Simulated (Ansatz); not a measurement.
A run for Ansatz (a quantum-chemistry and plane-wave program): R-SVWN5/def2-TZVPP on FHPbS (SMILES [F][Pb][SH]), a point of a torsion scan. Elements past Kr take the def2 small-core potentials; no spin–orbit coupling.

Ansatz 0.2 input:
```yaml
crystal:
  periodic: [false, false, false]
  atoms:
    - {symbol: F, position_ang: [1.98106180, -0.79901551, -0.24721659]}
    - {symbol: Pb, position_ang: [1.00153672, 1.02104642, -0.64531300]}
    - {symbol: S, position_ang: [-1.46261085, 0.36561565, -0.43620190]}
    - {symbol: H, position_ang: [-1.67203251, 0.01838052, -1.69704464]}
basis:
  gaussian:
    orbitals: def2-TZVPP
hamiltonian:
  xc: {name: SVWN5}
scf: {lower_state_search: off}
```

Program output:

```
WARN ansatz: RAYON_NUM_THREADS=1 ignored (pool sized by the plan → 1); use --threads N
Functional definition: SVWN5
these checks for a lower state are left out or cut short: stability, starts, cluster_reference, orbital_swaps, neighbouring_geometries, increment
integrals: 0.05 GiB planned
881 factors; their error is unknown
mean field: 0.36 GiB planned
mean field evaluation 1: about -18753.5757 eV, gradient 5.2e1 eV
mean field evaluation 2: about -18601.0819 eV, gradient 2.5e2 eV
mean field evaluation 4: about -18756.5434 eV, gradient 3.0e1 eV
mean field evaluation 8: about -18759.0036 eV, gradient 6.6e-1 eV
mean field evaluation 16: about -18758.9987 eV, gradient 1.5e-3 eV
mean field -18758.99869071 eV, -689.3804865777 hartree, gradient 4.0e-6 eV, S^2 0.000000; 0 other end points of the search recorded, 0 dependent functions left out
reference -18758.99872930 eV, -689.3804879958 hartree; 24, 24 occupied and 113, 113 virtual orbitals, 881 factors
Total energy: -18758.99872930 eV, -689.3804879958 hartree
Checks for a lower state left out: stability, starts, cluster_reference, orbital_swaps, neighbouring_geometries, increment
```

The run converged.

Cost: about 0.9 core-seconds (a rough figure).
